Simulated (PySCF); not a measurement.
Ligand exchange on a metal centre used in film growth or etching (Mo F-NH2). Gas-phase values, no solvent. One relaxed conformer stands for each flexible species; it need not be the lowest.

Computed with B3LYP-D3(BJ)/def2-TZVP // BP86-D3(BJ)/def2-SVP (PySCF). All candidates: neutral, multiplicity 1. B3LYP has the VWN-RPA correlation part, as in Gaussian. 

```yaml
HOMO: -12.51 eV
LUMO: -6.24 eV
HOMO–LUMO gap: 6.27 eV
```

Task: Say which member has these values.
(A) [Mo(F)2(NH2)4]
(B) [Mo(F)4(NH2)2]
(C) [Mo(F)(NH2)5]
(D) [Mo(F)6]

Result: D, [Mo(F)6]. The others give [Mo(F)2(NH2)4]: -6.73 eV, -3.05 eV, 3.68 eV; [Mo(F)(NH2)5]: -6.29 eV, -2.56 eV, 3.73 eV; [Mo(F)4(NH2)2]: -8.66 eV, -4.47 eV, 4.19 eV
